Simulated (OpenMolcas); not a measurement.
# N+, P+, As+, Sb+, Bi+: ns² np² down the group

| Item | Value |
| --- | --- |
| Program | OpenMolcas 26.06 |
| Method | CASSCF |
| Basis | ANO-RCC-VQZP |
| Scalar Hamiltonian | DKH2, point nucleus |
| Spin-orbit coupling | state interaction with AMFI integrals over the reference wave functions, term energies averaged over their components |

Active space for each ion: 4 electrons in 8 orbitals (s p s p).

Computed levels in cm-1 above ³P₀:

| Level | N+ | P+ | As+ | Sb+ | Bi+ |
| --- | --- | --- | --- | --- | --- |
| ³P₁ | 45.8 | 139 | 890 | 2521 | 10761 |
| ³P₂ | 136 | 400 | 2192 | 5068 | 15411 |
| ¹D₂ | 17567 | 11250 | 12140 | 13952 | 29947 |
| ¹S₀ | 29270 | 19808 | 21243 | 22490 | 39673 |
| weight of ³P in the lowest level (%) | 100 | 100 | 99 | 96 | 85 |

Mixed levels, with the weight of the term that names them: Bi+ ³P₂ (64 %), Bi+ ¹D₂ (64 %).

Measured, with the error of the calculation in %. Measured levels: N+, P+, As+, Sb+ from NIST Handbook of Basic Atomic Spectroscopic Data.

```
Level             N+            P+            As+           Sb+
  ³P₁    48.7 (-5.9)   165 (-15.6)   1063 (-16.3)  3055 (-17.5)
  ³P₂     131 (+4.0)   469 (-14.8)   2541 (-13.8)  5658 (-10.4)
  ¹D₂  15316 (+14.7)  8882 (+26.7)  10096 (+20.2)  12790 (+9.1)
  ¹S₀  32689 (-10.5)  21576 (-8.2)   22599 (-6.0)  23906 (-5.9)
```

The fine-structure level ³P₂ changes by a factor of 113 from N+ to Bi+.

Without spin-orbit coupling ¹D lies 17476, 10976, 10451, 9267, 9062 cm-1 above ³P in that order; the difference to the level ¹D₂, of either sign, comes from spin-orbit coupling, which also lowers the zero.

Without dynamic correlation excited terms often stand tens of per cent too high (terms of higher spin than the ground term too low), and those without a measured partner can miss by more than the paired ones (holds for N+; P+; As+). The run also gave levels led by 2s² 2p 3s, which use shells meant for correlation; these and all levels above them are left out (holds for N+). The run also gave levels led by 3s² 3p 4s, which use shells meant for correlation; these and all levels above them are left out (holds for P+). The run also gave levels led by 4s² 4p 5s, which use shells meant for correlation; these and all levels above them are left out (holds for As+). The run also gave levels led by 5s² 5p 6s, which use shells meant for correlation; these and all levels above them are left out (holds for Sb+). The run also gave levels led by 6s² 6p 7s, which use shells meant for correlation; these and all levels above them are left out (holds for Bi+). Computed and measured levels are paired by configuration, term and J; levels that our copy of the source lacks, or whose pairing is in doubt (as where it misses far off the trend of its configuration), stay unpaired and out of the deviations. Only configurations of the active space appear.
